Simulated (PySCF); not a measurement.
Unknown compound

The spectra below were simulated for a compound C₄H₅Cl₂FSi.

$^{1}$H NMR (600 MHz, computed): δ 5.58 (m, 1H), 2.88 (m, 1H), 2.86 (m, 1H), 2.63 (m, 1H), 2.58 (m, 1H).

$^{13}$C{$^{1}$H} NMR (computed): δ 161.4 (C), 149.7 (C), 41.5 (CH2), 29.3 (CH2).

One conformer, isolated molecule, non-relativistic. PBE0/pcSseg-1 with gauge-including orbitals; geometry from GFN2-xTB; PySCF 2.14.0 with density-fitted response routines.

Referencing at the same level of theory: $^{1}$H (31.72 ppm) and $^{13}$C (186.93 ppm) against TMS.

**Question.** Propose a structure and justify it.

**Answer.** 
1. Rings plus π bonds: 2 (1 ring in the answer).
2. 4 carbon signals for 4 carbons: no two carbons are equivalent.
3. Carbon types of the structure: 2 × C, 2 × CH2, leaving 1 H on heteroatoms.
4. δC 161.4, 149.7: fully substituted alkene carbon; an sp2 carbon of a C=C bond.
5. δC 41.5, 29.3: allylic sp3 CH2; aliphatic region, no heteroatom directly attached.
6. δH 5.58: hydrogen on a silicon bonded to C, Cl, F.
7. δH 2.88, 2.86, 2.63, 2.58: hydrogen on an allylic sp3 CH2; allylic position.

The compound is `F[Si@H](Cl)C1=C(Cl)CC1`.

The shifts were computed for this structure.

Carbons that carry Cl, above all several Cl atoms, come out too deshielded, partly because spin–orbit coupling is missing. Splittings by $^{19}$F in the carbon and heteronuclear signals aren't shown, as no couplings were computed. Shifts are as computed. Against solution values, carbons near 30 ppm lie about +3 ppm off and those near 130 ppm about +5 ppm; carbons on Cl a further +6 ppm. Of 1211 compounds with measured shifts, 218 miss one by over three times the rms of a fit or turn the order of signals round; such compounds aren't used in these exercises. Multiplicities follow the n + 1 count of equivalent neighbours, as no J values were calculated; m marks all less simple cases, F and P coupling included.
